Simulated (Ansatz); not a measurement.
Steps of a relaxation of `NC(=O)B(O)F` with RKS PBE0-D4/def2-TZVP.

```sh
$ ansatz run in.yaml --threads 4 --pin off --events-out ev --progress --plain --max-ram 10444MiB
```

```yaml
crystal:
  periodic: [false, false, false]
  atoms:
    - {symbol: N, position_ang: [0.988912, -0.862641, -0.734734]}
    - {symbol: C, position_ang: [0.878615, 0.203966, 0.121405]}
    - {symbol: O, position_ang: [1.850877, 0.815358, 0.569962]}
    - {symbol: B, position_ang: [-0.634031, 0.600628, 0.506657]}
    - {symbol: O, position_ang: [-1.671516, -0.120387, 0.000057]}
    - {symbol: F, position_ang: [-0.862315, 1.637966, 1.318033]}
    - {symbol: H, position_ang: [1.917207, -1.181337, -1.022710]}
    - {symbol: H, position_ang: [0.160853, -1.348894, -1.079246]}
    - {symbol: H, position_ang: [-2.540200, 0.209042, 0.303376]}
basis:
  gaussian: {orbitals: def2-TZVP}
hamiltonian: {xc: pbe0, dispersion: d4}
relax: {f_tol: 0.005, max_steps: 150}
```

Positions (Å) and forces (eV/Å) along the path, 7 of 7 steps:

```xyz
9
step=1 energy=-10060.1309 eV
N     0.989   -0.863   -0.735    0.087    0.092    0.074
C     0.879    0.204    0.121    0.830    0.055    0.044
O     1.851    0.815    0.570   -1.081   -0.716   -0.539
B    -0.634    0.601    0.507   -0.279    0.233    0.156
O    -1.672   -0.120    0.000   -0.194    0.535    0.442
F    -0.862    1.638    1.318    0.116   -0.538   -0.408
H     1.917   -1.181   -1.023   -0.640    0.234    0.209
H     0.161   -1.349   -1.079    0.561    0.359    0.256
H    -2.540    0.209    0.303    0.601   -0.253   -0.235
9
step=2 energy=-10060.1726 eV
N     0.985   -0.858   -0.730    0.006    0.031    0.038
C     0.874    0.198    0.121    0.159   -0.043   -0.095
O     1.836    0.804    0.560   -0.183   -0.119   -0.073
B    -0.632    0.601    0.503   -0.130    0.077    0.124
O    -1.664   -0.118    0.002   -0.030    0.215    0.152
F    -0.856    1.629    1.313    0.057   -0.210   -0.180
H     1.903   -1.170   -1.015   -0.157    0.062    0.057
H     0.167   -1.339   -1.070    0.137    0.086    0.062
H    -2.525    0.207    0.299    0.140   -0.098   -0.084
9
step=3 energy=-10060.1755 eV
N     0.984   -0.856   -0.728   -0.008    0.022   -0.002
C     0.872    0.200    0.115   -0.020   -0.106    0.048
O     1.832    0.802    0.557    0.036    0.053    0.000
B    -0.631    0.595    0.509   -0.019    0.076   -0.080
O    -1.662   -0.115    0.003    0.021    0.019    0.051
F    -0.851    1.624    1.310    0.017   -0.028    0.018
H     1.898   -1.168   -1.010    0.022   -0.002   -0.007
H     0.169   -1.335   -1.066   -0.017   -0.007   -0.010
H    -2.522    0.206    0.294   -0.031   -0.027   -0.019
9
step=4 energy=-10060.1761 eV
N     0.984   -0.856   -0.728   -0.004   -0.003    0.009
C     0.872    0.197    0.118   -0.030    0.009   -0.046
O     1.832    0.802    0.557    0.037    0.023    0.031
B    -0.631    0.601    0.503    0.009   -0.042    0.027
O    -1.662   -0.114    0.004    0.016    0.020   -0.003
F    -0.850    1.623    1.311    0.006    0.033    0.009
H     1.898   -1.166   -1.011    0.029   -0.009   -0.007
H     0.169   -1.335   -1.066   -0.024   -0.015   -0.009
H    -2.523    0.203    0.295   -0.039   -0.015   -0.010
9
step=5 energy=-10060.1763 eV
N     0.984   -0.856   -0.728   -0.001   -0.001    0.003
C     0.872    0.197    0.118   -0.006   -0.005   -0.013
O     1.832    0.802    0.557    0.008    0.007    0.007
B    -0.631    0.600    0.505   -0.001   -0.010    0.002
O    -1.662   -0.114    0.004    0.007    0.024    0.015
F    -0.849    1.624    1.311    0.007    0.007    0.004
H     1.898   -1.167   -1.012    0.007   -0.001   -0.001
H     0.169   -1.336   -1.066   -0.005   -0.003   -0.002
H    -2.524    0.202    0.294   -0.015   -0.018   -0.013
9
step=6 energy=-10060.1765 eV
N     0.983   -0.858   -0.726   -0.003    0.006    0.005
C     0.872    0.198    0.117    0.013    0.001    0.001
O     1.832    0.805    0.553   -0.005    0.000   -0.001
B    -0.631    0.601    0.507   -0.003    0.003    0.003
O    -1.661   -0.110    0.002    0.000    0.001    0.000
F    -0.845    1.622    1.317   -0.001   -0.002   -0.001
H     1.898   -1.166   -1.011   -0.002   -0.004   -0.002
H     0.168   -1.337   -1.064    0.001   -0.004   -0.004
H    -2.527    0.199    0.288   -0.001    0.000    0.000
9
step=7 energy=-10060.1765 eV
N     0.983   -0.858   -0.725   -0.001    0.003    0.003
C     0.872    0.198    0.117    0.005    0.000    0.001
O     1.832    0.805    0.552   -0.002   -0.001   -0.001
B    -0.631    0.601    0.507   -0.002    0.001    0.001
O    -1.661   -0.110    0.002   -0.001    0.000    0.000
F    -0.845    1.622    1.318    0.000   -0.001    0.000
H     1.898   -1.166   -1.012   -0.001   -0.002   -0.001
H     0.168   -1.337   -1.064    0.001   -0.001   -0.001
H    -2.527    0.199    0.288    0.000    0.000    0.000
```

Hardware: 4 threads of an Arm Neoverse V2 on a shared host. Wall time 22 s, peak host memory 0.46 GiB.
